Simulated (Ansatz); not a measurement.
`[Cl][GeH3]` + H• → `[Cl][GeH2]`• + H₂ at 500 K and 1 bar (hydrogen abstraction from a Ge–H bond).

Program: Ansatz. Geometries: PBE0-D4/def2-TZVP. ΔE: electronic, gas phase. CBS: MP2 limit from def2 TZ/QZ plus the TZ coupled-cluster correction, frozen cores. This one scheme is used for every species, atoms too. No spin–orbit coupling; open shells (•) take unrestricted orbitals. Bonds to Ge are less sure, by a few kJ/mol each and by 10 to 20 or more in all where they break to atoms, as the def2 sets lack core-valence functions. Scalar relativity is left out up to krypton.

```
      species  CCSD(T)/CBS energy (Eh)  H − E (kJ/mol)  S (J/(mol·K))
 `[Cl][GeH3]`              -2537.71925            89.2          296.4
           H•                 -0.50000            10.4          125.5
`[Cl][GeH2]`•              -2537.07484            62.9          303.9
           H₂                 -1.17544            41.0          145.5
```

H − E and S are ideal-gas, rigid-rotor, harmonic terms from PBE0-D4/def2-TZVP, with the whole ground term of open shells counted as degenerate. The MP2-based limit puts H₂ 0.8 mEh under its directly extrapolated value; such offsets cancel only in part. 1 Eh = 2625.50 kJ/mol, R = 8.31446 J/(mol·K).

Task: By hand: ΔE, ΔH, ΔS and ΔG.

Result: ΔE = (-2537.07484) + (-1.17544) − (-2537.71925) − (-0.50000) = -0.03103 Eh = -81.5 kJ/mol. Δ(H − E) = 62.9 + 41.0 − 89.2 − 10.4 = 4.3, so ΔH = -77.2 kJ/mol. ΔS = 303.9 + 145.5 − 296.4 − 125.5 = 27.5 J/(mol·K). ΔG = -77.2 − 500 × (27.5)/1000 = -91.0 kJ/mol.

Task: By hand: the equilibrium constant, and the temperature at which ΔG would vanish if ΔH and ΔS stayed fixed.

Result: log₁₀ K = −ΔG/(RT ln 10) = 9.5. ΔH and −TΔS have one sign here, so there is no such temperature.

ΔH outweighs TΔS. A doubt of 5 kJ/mol in ΔE shifts log₁₀ K by 0.5 here. These are equilibria of isolated gas molecules and say nothing of rates. Largest T1 diagnostic: 0.012 (customary marks: 0.02 for closed shells, 0.045 for open ones).
